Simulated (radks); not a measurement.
Task: Species: Mo4+. Configuration: [Kr] 4d2. Method: Dirac Kohn-Sham, PBE, spin-unpolarised, spherical densities, finite nucleus; open shells fill j = l - 1/2 first; Fermi nuclear charge, rms radius 4.4091 fm; computed with a radial shooting solver on a logarithmic mesh with Libxc functionals. Some entries of the table are withheld. Estimate them.

orbital  occ.  eigenvalue (eV)  r(max) (bohr)  <r> (bohr)
1s1/2       2        -19861.21        0.02287     0.03517
2s1/2       2        -2846.825         0.1297      0.1534
2p1/2       2        -2622.823         0.1009      0.1308
2p3/2       4        -2516.270         0.1048      0.1353
3s1/2       2              (1)         0.3837      0.4285
3p1/2       2        -439.7274         0.3709      0.4232
3p3/2       4        -422.1673         0.3802      0.4337
3d3/2       4        -271.5946         0.3209      0.4129
3d5/2       6        -268.2672         0.3236      0.4163
4s1/2       2        -111.1933         0.9836       1.088
4p1/2       2         -86.4024          1.043       1.176
4p3/2       4         -83.7347          1.067       1.202
4d3/2       2         -46.4453          1.269       1.513
4d5/2       0         -46.1209          1.277       1.523
5s1/2       0         -36.5785          2.357       2.522
5p1/2       0         -29.9553            (2)       2.821
5p3/2       0         -29.4396            (3)       2.866

Result: 
(1) 3s1/2 eigenvalue (eV): -524.9495
(2) 5p1/2 r(max) (bohr): 2.638
(3) 5p3/2 r(max) (bohr): 2.685
